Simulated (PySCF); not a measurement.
`C/C(=C\[C@@H](F)Cl)C[SiH](F)F`: 4 charge schemes on one density

C5H8ClF3Si.
Z-matrix (Å and degrees, GFN2-xTB geometry), rows numbered from 1:
```
C 
C   1  1.4957
C   2  1.3315  1  123.71
C   3  1.4847  2  125.53  1     0.11
F   4  1.3583  3  110.49  2   160.48
Cl  4  1.8118  3  110.89  2   -80.97
C   2  1.4983  1  115.77  3   177.68
Si  7  1.8977  2  112.63  1   -77.91
F   8  1.5984  7  108.58  2   176.96
F   8  1.5999  7  109.78  2    66.27
H   1  1.0897  2  109.87  3  -102.49
H   1  1.0878  2  110.14  3   139.43
H   1  1.0851  2  111.89  3    18.83
H   3  1.0802  2  120.75  1  -178.49
H   4  1.0949  3  114.56  2    39.36
H   7  1.0931  2  109.53  1    42.93
H   7  1.0903  2  109.85  1   160.41
H   8  1.4409  7  118.30  2   -58.08
```

Density: PBE0/pcSseg-1 (PySCF); schemes: Mulliken, IAO, Hirshfeld and ESP-fitted. Isolated species at its GFN2-xTB geometry (one conformer only). GFN2-xTB frequencies show an imaginary mode (74i cm⁻¹), so this geometry is no minimum at that level.

Task: Tabulate the Mulliken, IAO, Hirshfeld and ESP-fitted charges.

Result: In e; atoms taken as equivalent share a row and are averaged (×n: the atom named and its like, n in all):

```tsv
atom	environment	Mulliken	IAO	Hirshfeld	ESP-fitted
C1	allylic carbon	-0.147	-0.435	-0.116	-0.339
C2	fully substituted alkene carbon	-0.389	+0.051	+0.025	+0.224
C3	alkene CH carbon	-0.070	-0.218	-0.087	-0.222
C4	sp3 C–F carbon	+0.210	+0.193	+0.096	-0.007
F5	alkyl fluorine	-0.289	-0.289	-0.097	-0.144
Cl6	chlorine on a fluorinated carbon	-0.127	-0.122	-0.086	-0.121
C7	sp3 carbon bound to silicon	-0.455	-0.584	-0.155	-0.837
Si8	fluorine-bound silicon	+1.233	+1.483	+0.526	+0.989
F9	silicon-bound fluorine	-0.413	-0.527	-0.201	-0.329
F10	silicon-bound fluorine	-0.418	-0.530	-0.196	-0.327
H11/H12/H13	methyl hydrogen	+0.136	+0.158	+0.048	+0.119
H14	vinylic hydrogen	+0.100	+0.158	+0.045	+0.183
H15	methine hydrogen	+0.152	+0.164	+0.050	+0.191
H16	methylene hydrogen	+0.169	+0.168	+0.057	+0.277
H17	methylene hydrogen	+0.161	+0.169	+0.056	+0.235
H18	Si–H hydrogen	-0.126	-0.156	-0.062	-0.131
```

Mean size of the charges over all atoms: IAO 0.318 e, ESP-fitted 0.273 e, Mulliken 0.270 e, Hirshfeld 0.111 e. Each set sums to the total charge, 0, to within 0.001 e. The ESP scheme is a least-squares fit of atom-centred charges to the potential on four shells outside the van der Waals surface, with the total charge fixed.

Some averages cover members that differ in this geometry: H11/H12/H13, ESP-fitted +0.087 to +0.140 e.

Lowest charge. The schemes don't all agree: Mulliken C7 (-0.455); IAO C7 (-0.584); Hirshfeld F9 (-0.201); ESP-fitted C7 (-0.837).

Highest charge. All schemes agree: Mulliken Si8 (+1.233); IAO Si8 (+1.483); Hirshfeld Si8 (+0.526); ESP-fitted Si8 (+0.989).

Task: How closely do the schemes follow one another over all atoms?

Result: Correlation coefficient and root-mean-square difference: IAO with Hirshfeld 0.99, 0.296 e; Mulliken with IAO 0.95, 0.151 e; Mulliken with Hirshfeld 0.95, 0.233 e; IAO with ESP-fitted 0.94, 0.169 e; Hirshfeld with ESP-fitted 0.90, 0.233 e; Mulliken with ESP-fitted 0.85, 0.204 e.

Task: Sum the charges by element, for elements with more than one atom.

Result: 
| element | atoms | Mulliken | IAO | Hirshfeld | ESP-fitted |
| --- | --- | --- | --- | --- | --- |
| C | 5 | -0.850 | -0.993 | -0.237 | -1.180 |
| F | 3 | -1.120 | -1.346 | -0.494 | -0.799 |
| H | 8 | +0.865 | +0.977 | +0.290 | +1.112 |

Task: How many electrons does the ESP-fitted scheme count on C3?

Result: Z − q = 6 − (-0.222) = 6.222.

These values come from a run that also computed NMR shieldings. The run took 89 s wall on one thread, Arm Neoverse N1 (aarch64), shared host, and the process peaked at 1.1 GiB of memory.
